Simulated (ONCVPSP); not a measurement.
# Transferability test, ONCV potential for gold (Au)

```
Element                 : Au
Generator               : ONCVPSP 4.0.1
Type                    : optimised norm-conserving Vanderbilt (ONCV)
Functional              : PBE
Relativity              : scalar-relativistic
Frozen core             : [Kr] 4d10 4f14
Valence charge          : 19
Reference configuration : 5s2 5p6 5d10 6s1
Partial waves           : 5s+6s: rc 1.35 bohr, ncon 3, nbas 7, qcut 9.6 1/bohr, 2 projectors; 5p: rc 1.65 bohr, ncon 5, nbas 8, qcut 9.7 1/bohr, 2 projectors, debl 2.5 Ha; 5d: rc 1.35 bohr, ncon 5, nbas 10, qcut 12.3 1/bohr, local
Local potential         : the d channel
Core correction         : none
```

Energies are relative to the spin-unpolarised reference configuration 5s2 5p6 5d10 6s1; without spin polarisation the order of configurations can differ from experiment.

**Question.** Give the all-electron excitation energy and the error of the potential for: 5s2 5p6 5d10 6s0; 5s2 5p6 5d9 6s0; 5s2 5p6 5d8 6s0; 5s2 5p6 5d7 6s0.

**Answer.**

```json
{"valence configuration": "5s2 5p6 5d10 6s0", "charge": "+1", "ΔE all-electron (eV)": "9.409", "error AE − PS (meV)": "-3.6"}
{"valence configuration": "5s2 5p6 5d9 6s0", "charge": "+2", "ΔE all-electron (eV)": "30.617", "error AE − PS (meV)": "-4.4"}
{"valence configuration": "5s2 5p6 5d8 6s0", "charge": "+3", "ΔE all-electron (eV)": "64.495", "error AE − PS (meV)": "-8.7"}
{"valence configuration": "5s2 5p6 5d7 6s0", "charge": "+4", "ΔE all-electron (eV)": "112.207", "error AE − PS (meV)": "-19"}
```
